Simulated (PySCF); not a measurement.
## How methods differ on the interval between two levels of Hg

Hg [Xe] 4f14 5d10 6s2 → Hg [Xe] 4f14 5d9 6s2 6p1 [3F4, M_J = 4], as a difference of total energies. All numbers are calculated (PySCF 2.14, the two-component X2C-1e Hamiltonian, in x2c-TZVPall-2c (11s11p10d2f, 108 functions)). Correlated levels: [Kr] 4d10 4f14 frozen; the 34 highest virtual spinors dropped. "Screened" scales the spin-orbit matrix elements by Boettger's factors to mimic the two-electron term; Breit and QED terms are absent.

| method | interval between two levels (cm⁻¹) |
| --- | --- |
| GHF (screened spin-orbit) | 68914 |
| GMP2 (screened spin-orbit) | 77325 |

The labels give the starting determinants; with spin-orbit coupling the two ends relaxed to ⟨J²⟩ = 0.00, ⟨L²⟩ = 0.19, ⟨S²⟩ = 0.19 and ⟨J²⟩ = 20.01, ⟨L²⟩ = 12.19, ⟨S²⟩ = 2.18.
